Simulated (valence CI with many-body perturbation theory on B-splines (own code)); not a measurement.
# Sensitivity of CI+MBPT for P10+

Calculated by valence CI with perturbative core correlation (CI+MBPT): three valence electrons over a frozen Dirac-Fock core [He], a basis of 6 s, 6 p, 5 d, 3 f, 1 g functions for each j, with the one-electron correlation potential Σ1 (screened to all orders), the two-electron term Σ2, the three-electron term Σ3, Breit, model QED; selected single and double excitations, second order for the rest, scaled by the run's own slope (own B-spline code, finite nucleus).

No measured spectrum was set against this ion. As an estimate, levels of excited configurations hold to 0.05 to 0.15 % of their energy, terms of the ground configuration to about 0.5 %.

The reference run has the lowest level 2s2 2p 2P°_1/2 and an ionisation energy of 479.379 eV. Its largest variational space holds 4049 state functions.

Reference levels: 2s2 2p 2P°_3/2 9700, 2s 2p2 4P_1/2 176890, 2s 2p2 4P_3/2 180374, 2s 2p2 4P_5/2 185330, 2s 2p2 2D_3/2 317039, 2s 2p2 2D_5/2 317148, 2s 2p2 2S_1/2 403820, 2s 2p2 2P_1/2 427291, 2s 2p2 2P_3/2 432532, 2p3 4S°_3/2 558767, 2p3 2D°_3/2 632199, 2p3 2D°_5/2 632400 cm⁻¹.

Problem. Rank these changes by the mean size of the shift of these levels, smallest first.
A. averaging of valence orbitals over low configurations on → off
B. highest l in the core sums 6 → 1
C. scale of Σ1 1 → 0; scale of Σ2 1 → 0; three-electron term on → off

Solution. A (42 cm⁻¹), B (1200 cm⁻¹), C (2300 cm⁻¹).
